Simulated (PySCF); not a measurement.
H4O3SZr, SMILES [OH][Zr]([OH])([OH])[SH], multiplicity 1.

Geometry: PBE-D3(BJ)/def2-SVP. The multiplicity is an assumed one; no other spin state was optimised. The structure was generated by enumeration; whether it is a known compound was not checked. The def2 effective core potentials stand for the cores of Zr; spin–orbit coupling is left out. Other conformers were not sampled.

These are PBE-D3(BJ)/def2-SVP (PySCF) values and carry that method's errors.

Frequencies are harmonic and unscaled.

Computed harmonic wavenumbers and intensities:
```
mode  ν (cm⁻¹)  IR (km/mol)  moving atoms (share of kinetic energy)
----  --------  -----------  --------------------------------------
1           73          0.0                          H 70 %, O 30 %
2          102          0.9                          H 73 %, O 18 %
3          116          5.3         O 47 %, S 25 %, H 16 %, Zr 12 %
4          134          5.3         H 37 %, O 31 %, S 20 %, Zr 12 %
5          149         20.3         O 48 %, H 28 %, Zr 12 %, S 12 %
6          174          8.1                          O 64 %, H 28 %
7          183          2.2                          O 53 %, H 40 %
8          243        260.1                          H 67 %, O 29 %
9          251        241.8                          H 74 %, O 22 %
10         280        150.8                          H 81 %, O 18 %
11         305         41.3                          H 85 %, O 15 %
12         336          3.5                 S 49 %, H 31 %, Zr 16 %
13         376        256.4         H 54 %, O 22 %, Zr 14 %, S 11 %
14         479         28.0                          H 86 %, S 11 %
15         706         80.5                                  O 88 %
16         710        168.0                         O 73 %, Zr 22 %
17         717        157.6                         O 72 %, Zr 23 %
18        2599          2.9                                  H 97 %
19        3866        274.2                                  H 94 %
20        3879        326.1                                  H 94 %
21        3882        168.9                                  H 94 %
```
